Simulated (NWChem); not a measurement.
System: CH4O3Si; SMILES C([SiH](O)O)=O

The following NWChem deck was run.

```
start job
memory heap 200 mb stack 900 mb global 1100 mb
geometry units angstroms noautoz
  O      0.347561    -1.909183    -0.644703
  C     -0.522095    -1.247628    -0.120235
  Si    -0.024829     0.527314     0.434472
  O     -0.952404     1.529234    -0.503228
  O      1.591578     0.545372     0.101303
  H     -1.553409    -1.676876    -0.008311
  H     -0.232157     0.829542     1.875869
  H     -0.897139     2.477261    -0.351112
  H      1.827917    -0.230970    -0.430159
end
basis spherical
  * library def2-tzvp
end
dft
  xc xpbe96 cpbe96
  iterations 150
  semidirect filesize 400000000
  mulliken
end
task dft energy
```

Output (shortened):

```
             Northwest Computational Chemistry Package (NWChem) 7.3.0
             --------------------------------------------------------

 C1  symmetry detected

                             Geometry "geometry" -> ""
                             -------------------------

 Output coordinates in angstroms (scale by  1.889725989 to convert to a.u.)

  No.       Tag          Charge          X              Y              Z
 ---- ---------------- ---------- -------------- -------------- --------------
    1 O                    8.0000    -0.11151881    -2.04472541    -0.32130733
    2 C                    6.0000    -0.76852980    -1.18896039     0.23098431
    3 Si                  14.0000     0.05768397     0.54112196     0.40296780
    4 O                    8.0000    -0.89059958     1.54549002    -0.51110192
    5 O                    8.0000     1.56798844     0.25595190    -0.19849518
    6 H                    1.0000    -1.80706472    -1.42895495     0.58345733
    7 H                    1.0000     0.17262198     1.06079922     1.79173587
    8 H                    1.0000    -0.68146261     2.48413345    -0.52370847
    9 H                    1.0000     1.59254822    -0.61165488    -0.63170434

 Effective nuclear repulsion energy (a.u.)     233.4246533082

  pbe96 is a nonlocal functional; adding pw91lda local functional.

                                 NWChem DFT Module
                                 -----------------

 Summary of "ao basis" -> "ao basis" (spherical)
 ------------------------------------------------------------------------------
       Tag                 Description            Shells   Functions and Types
 ---------------- ------------------------------  ------  ---------------------
 O                         def2-tzvp                11       31   5s3p2d1f
 C                         def2-tzvp                11       31   5s3p2d1f
 Si                        def2-tzvp                13       37   5s5p2d1f
 H                         def2-tzvp                 4        6   3s1p

            General Information
            -------------------
          SCF calculation type: DFT
          Wavefunction type:  closed shell.
          No. of atoms     :     9
          No. of electrons :    48
           Alpha electrons :    24
            Beta electrons :    24
          Charge           :     0
          Spin multiplicity:     1
          Use of symmetry is: off; symmetry adaption is: off
          Maximum number of iterations: 150
          AO basis - number of functions:   185
                     number of shells:    73
          Convergence on energy requested:  1.00D-06
          Convergence on density requested:  1.00D-05
          Convergence on gradient requested:  5.00D-04

              XC Information
              --------------
          PerdewBurkeErnzerhof Exchange Functional  1.000
            Perdew 1991 LDA Correlation Functional  1.000 local
           PerdewBurkeErnz. Correlation Functional  1.000 non-local

             Grid Information
             ----------------
          Grid used for XC integration:  medium
          Radial quadrature: Mura-Knowles
          Angular quadrature: Lebedev.
          Tag              B.-S. Rad. Rad. Pts. Rad. Cut. Ang. Pts.
          ---              ---------- --------- --------- ---------
          O                   0.60       49          12.0       434
          C                   0.70       49          11.0       434
          Si                  1.10       88          10.0       590
          H                   0.35       45          11.0       434
          Grid pruning is: on
          Number of quadrature shells:   464
          Spatial weights used:  Erf1

      Superposition of Atomic Density Guess
      -------------------------------------

 Sum of atomic energies:        -552.85889725

      Non-variational initial energy
      ------------------------------

 Total energy =    -554.567713
 1-e energy   =   -1226.300878
 2-e energy   =     438.308511
 HOMO         =      -0.281823
 LUMO         =      -0.075647

------------------------------------------------------------
EAF file 0: "./job.aoints.0" size=562036736 bytes
------------------------------------------------------------
               write      read    awrite     aread      wait
               -----      ----    ------     -----      ----
     calls:     1072         0         0         0         0
   data(b): 5.62e+08  0.00e+00  0.00e+00  0.00e+00
   time(s): 0.00e+00  0.00e+00  0.00e+00  0.00e+00  0.00e+00
rate(mb/s): 0.00e+00  0.00e+00
------------------------------------------------------------

     ---------------------------------------------
      Total Density - Mulliken Population Analysis
     ---------------------------------------------

    Atom       Charge   Shell Charges
 -----------   ------   -------------------------------------------------------
    1 O    8     8.69   0.79  1.18  0.61  0.95  0.30  1.98  2.07  0.77  0.00  0.02  0.00
    2 C    6     5.59   0.86  1.12  0.55  0.67  0.14  0.95  0.97  0.21  0.03  0.07  0.01
    3 Si  14    12.98   2.00  0.59  1.39  0.80  0.36  4.11  1.73  0.48  0.88  0.21  0.19  0.17  0.07
    4 O    8     8.84   0.79  1.18  0.59  0.95  0.24  2.02  2.20  0.85  0.00  0.01  0.00
    5 O    8     8.84   0.79  1.18  0.59  0.95  0.24  2.02  2.21  0.83  0.00  0.01  0.00
    6 H    1     0.90   0.24  0.47  0.17  0.02
    7 H    1     1.06   0.23  0.53  0.29  0.01
    8 H    1     0.55   0.19  0.25  0.06  0.04
    9 H    1     0.55   0.19  0.26  0.06  0.04

   convergence    iter        energy       DeltaE   RMS-Dens  Diis-err
 ---------------- ----- ----------------- --------- --------- ---------
 d= 0,ls=0.0,diis     1   -555.2549997596 -7.89D+02  1.09D-02  2.12D+00
 d= 0,ls=0.0,diis     2   -554.3400254333  9.15D-01  8.65D-03  1.09D+01
 d= 0,ls=0.0,diis     3   -555.4075257466 -1.07D+00  2.61D-03  3.81D-01
 d= 0,ls=0.0,diis     4   -555.4085513312 -1.03D-03  1.53D-03  3.73D-01
 d= 0,ls=0.0,diis     5   -555.4417901062 -3.32D-02  2.01D-04  5.40D-03
  Resetting Diis
 d= 0,ls=0.0,diis     6   -555.4422556634 -4.66D-04  9.34D-05  5.21D-04
 d= 0,ls=0.0,diis     7   -555.4423063982 -5.07D-05  6.77D-05  8.70D-05
 d= 0,ls=0.0,diis     8   -555.4422744203  3.20D-05  4.67D-05  4.46D-04
 d= 0,ls=0.0,diis     9   -555.4423139924 -3.96D-05  6.03D-06  5.00D-06
 d= 0,ls=0.0,diis    10   -555.4423143464 -3.54D-07  3.01D-06  1.67D-06

         Total DFT energy =     -555.442314346441
      One electron energy =    -1230.426927877956
           Coulomb energy =      494.793977527954
    Exchange-Corr. energy =      -53.234017304639
 Nuclear repulsion energy =      233.424653308201

 Numeric. integr. density =       47.999995563526

                       DFT Final Molecular Orbital Analysis
                       ------------------------------------

 Vector   22  Occ=2.000000D+00  E=-2.917067D-01
              MO Center= -4.3D-01,  1.3D+00, -6.6D-02, r^2= 2.3D+00
   Bfn.  Coefficient  Atom+Function         Bfn.  Coefficient  Atom+Function
  ----- ------------  ---------------      ----- ------------  ---------------
   107      0.375966  4 O  pz               110      0.311012  4 O  pz
   113      0.229784  4 O  pz               170     -0.166916  7 H  s
   169     -0.157254  7 H  s                105     -0.114782  4 O  px
   136     -0.109983  5 O  px               108     -0.099138  4 O  px
   168     -0.098859  7 H  s                 79     -0.087981  3 Si pz

 Vector   23  Occ=2.000000D+00  E=-2.804946D-01
              MO Center=  9.2D-01,  5.2D-01, -1.4D-01, r^2= 2.3D+00
   Bfn.  Coefficient  Atom+Function         Bfn.  Coefficient  Atom+Function
  ----- ------------  ---------------      ----- ------------  ---------------
   138      0.347820  5 O  pz               141      0.288890  5 O  pz
   105      0.215607  4 O  px               144      0.206836  5 O  pz
   108      0.174985  4 O  px               137     -0.159550  5 O  py
   136      0.133829  5 O  px               140     -0.131884  5 O  py
   111      0.128153  4 O  px               139      0.111414  5 O  px

 Vector   24  Occ=2.000000D+00  E=-2.172991D-01
              MO Center= -4.0D-01, -1.4D+00,  3.6D-02, r^2= 2.4D+00
   Bfn.  Coefficient  Atom+Function         Bfn.  Coefficient  Atom+Function
  ----- ------------  ---------------      ----- ------------  ---------------
     6      0.275165  1 O  px                 7      0.271317  1 O  py
     9      0.224552  1 O  px                10      0.222441  1 O  py
   164      0.218427  6 H  s                 13      0.188633  1 O  py
    78      0.185437  3 Si py                12      0.180013  1 O  px
   163      0.180760  6 H  s                 66     -0.148653  3 Si s

 Vector   25  Occ=0.000000D+00  E=-1.127564D-01
              MO Center= -5.2D-01, -1.1D+00,  1.3D-01, r^2= 2.3D+00
   Bfn.  Coefficient  Atom+Function         Bfn.  Coefficient  Atom+Function
  ----- ------------  ---------------      ----- ------------  ---------------
    45      0.320552  2 C  pz                42      0.306728  2 C  pz
    39      0.291107  2 C  pz                 8     -0.282692  1 O  pz
    14     -0.279509  1 O  pz                11     -0.226275  1 O  pz
    81     -0.167451  3 Si py                44     -0.135947  2 C  py
   104      0.130696  4 O  s                 36     -0.126623  2 C  s

 Vector   26  Occ=0.000000D+00  E=-9.397011D-03
              MO Center=  2.6D-01,  1.4D+00, -2.2D-02, r^2= 5.3D+00
   Bfn.  Coefficient  Atom+Function         Bfn.  Coefficient  Atom+Function
  ----- ------------  ---------------      ----- ------------  ---------------
    36      1.169982  2 C  s                 81      0.845970  3 Si py
   176      0.659055  8 H  s                104     -0.527892  4 O  s
   182      0.496360  9 H  s                 80      0.462849  3 Si px
   135     -0.450221  5 O  s                 67     -0.398256  3 Si s
     5     -0.381847  1 O  s                 43      0.288605  2 C  px

 Vector   27  Occ=0.000000D+00  E= 1.669152D-03
              MO Center= -3.6D-01,  8.7D-01,  3.4D-01, r^2= 5.8D+00
   Bfn.  Coefficient  Atom+Function         Bfn.  Coefficient  Atom+Function
  ----- ------------  ---------------      ----- ------------  ---------------
   104      0.760732  4 O  s                 80      0.751908  3 Si px
   176     -0.613008  8 H  s                135     -0.550758  5 O  s
   164     -0.492888  6 H  s                 36      0.430573  2 C  s
    81     -0.427166  3 Si py                 5     -0.383884  1 O  s
    43     -0.286527  2 C  px                77      0.261655  3 Si px

------------------------------------------------------------
EAF file 0: "./job.aoints.0" size=829423616 bytes
------------------------------------------------------------
               write      read    awrite     aread      wait
               -----      ----    ------     -----      ----
     calls:     1582         9         0     14229     14229
   data(b): 8.29e+08  4.72e+06  0.00e+00  7.46e+09
   time(s): 0.00e+00  0.00e+00  0.00e+00  0.00e+00  0.00e+00
rate(mb/s): 0.00e+00  0.00e+00
------------------------------------------------------------

     ---------------------------------------------
      Total Density - Mulliken Population Analysis
     ---------------------------------------------

    Atom       Charge   Shell Charges
 -----------   ------   -------------------------------------------------------
    1 O    8     8.24   0.79  1.18  0.62  0.91  0.34  1.88  1.75  0.74  0.00  0.03  0.00
    2 C    6     5.97   0.86  1.11  0.56  0.65  0.11  1.24  1.08  0.22  0.03  0.09  0.01
    3 Si  14    13.52   2.01  0.57  1.39  0.86  0.27  4.13  1.67  0.63  1.09  0.25  0.28  0.28  0.09
    4 O    8     8.48   0.79  1.18  0.58  0.91  0.27  1.92  1.90  0.90  0.00  0.02  0.00
    5 O    8     8.47   0.79  1.18  0.59  0.92  0.27  1.92  1.91  0.88  0.00  0.02  0.00
    6 H    1     0.92   0.27  0.49  0.14  0.02
    7 H    1     1.05   0.25  0.52  0.27  0.01
    8 H    1     0.68   0.26  0.33  0.04  0.05
    9 H    1     0.68   0.25  0.32  0.06  0.05

     -------------------------------------------
      Total Density - Lowdin Population Analysis
     -------------------------------------------

    Atom       Charge   Shell Charges
 -----------   ------   -------------------------------------------------------
    1 O    8     7.87   0.87  1.09  0.53  0.59  0.34  1.71  1.78  0.87  0.00  0.07  0.01
    2 C    6     6.36   0.91  1.04  0.40  0.38  0.21  1.08  1.22  0.53  0.05  0.46  0.08
    3 Si  14    14.00   2.00  0.83  1.09  0.47  0.27  3.85  1.87  0.70  1.01  0.46  0.31  0.81  0.34
    4 O    8     8.09   0.87  1.09  0.53  0.58  0.31  1.76  1.89  1.02  0.00  0.03  0.00
    5 O    8     8.09   0.87  1.09  0.53  0.59  0.31  1.76  1.90  1.01  0.00  0.03  0.00
    6 H    1     0.90   0.25  0.40  0.18  0.06
    7 H    1     1.04   0.25  0.47  0.30  0.02
    8 H    1     0.82   0.25  0.31  0.11  0.16
    9 H    1     0.82   0.24  0.30  0.12  0.16

     Multipole analysis of the density
     ---------------------------------

     L   x y z        total         alpha         beta         nuclear
     -   - - -        -----         -----         ----         -------
     0   0 0 0     -0.000000    -24.000000    -24.000000     48.000000

     1   1 0 0     -0.393474     -0.196737     -0.196737      0.000000
     1   0 1 0      0.592733      0.296366      0.296366      0.000000
     1   0 0 1      0.325707      0.162854      0.162854      0.000000

     2   2 0 0    -28.364539    -78.461122    -78.461122    128.557706
     2   1 1 0     -0.370913     -0.259451     -0.259451      0.147988
     2   1 0 1     -1.350288      0.566909      0.566909     -2.484106
     2   0 2 0    -25.262511   -147.212193   -147.212193    269.161875
     2   0 1 1     -0.899117     -0.605894     -0.605894      0.312672
     2   0 0 2    -26.944241    -31.413964    -31.413964     35.883687
```

Level: PBE/def2-TZVP. Coordinates come from a PBE0/def2-SVP optimisation.
